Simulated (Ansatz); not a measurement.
Geometry optimisation, UKS B3LYP/def2-SVP (Ansatz).

Input:

```yaml
crystal:
  periodic: [false, false, false]
  atoms:
    - { symbol: O, position_ang: [-0.4157, 1.2766, -1.148] }
    - { symbol: C, position_ang: [0.5707, 0.678, -0.4715] }
    - { symbol: O, position_ang: [0.2604, -0.6847, -0.3332] }
    - { symbol: Sb, position_ang: [-1.1128, -0.8742, 1.0661] }
    - { symbol: H, position_ang: [-0.4684, 0.9295, -2.0924] }
    - { symbol: H, position_ang: [0.7271, 1.1846, 0.5151] }
    - { symbol: H, position_ang: [1.5509, 0.7936, -1.0345] }
    - { symbol: H, position_ang: [-0.9941, -2.6213, 1.0463] }
    - { symbol: H, position_ang: [-0.0297, -0.7284, 2.4349] }
magnetization:
  spin_polarized: true
basis:
  gaussian: { orbitals: def2-SVP }
hamiltonian:
  xc: b3lyp
relax:
  f_tol: 0.02
  max_steps: 50
```

Command:

```bash
$ ansatz run input.yaml --threads 2 --pin off --max-ram 3072MiB --backend cpu --events-out ev --progress --plain --runs-dir out
```

Problem. Where does it end, and by what steps?

Solution. It converged. After 17 steps the energy has fallen by 0.404 eV; H9 moved furthest, 0.84 Å.

```
step  energy less start (eV)  largest force component (eV/Å)  accepted
   0                  0.0000                           2.479       yes
   1                 -0.2582                           1.091       yes
   2                 -0.3364                           0.567       yes
   3                 -0.3593                           0.284       yes
   4                 -0.3199                           0.679        no
   5                 -0.3653                           0.120       yes
   6                 -0.3697                           0.082       yes
   7                 -0.3743                           0.189       yes
   8                 -0.3761                           0.290       yes
   9                 -0.3958                           0.125       yes
  10                 -0.4017                           0.173       yes
  11                 -0.3982                           0.156        no
  12                 -0.4016                           0.195        no
  13                 -0.4036                           0.089       yes
  14                 -0.4042                           0.030       yes
  15                 -0.4042                           0.048        no
  16                 -0.4043                           0.026       yes
  17                 -0.4044                           0.014       yes
```

```xyz
9
Properties=species:S:1:pos:R:3
O -0.415 1.407 -0.803
C 0.694 0.587 -0.508
O 0.367 -0.756 -0.415
Sb -1.245 -1.195 0.760
H -0.727 1.171 -1.690
H 1.097 0.992 0.442
H 1.476 0.672 -1.290
H -0.469 -2.626 1.350
H -0.690 -0.297 2.138
```

Whether the end is a true minimum wasn't checked by a vibrational analysis.

Run time: 70 s on 2 threads of Arm Neoverse V1, on a shared host, peak memory 0.27 GiB.
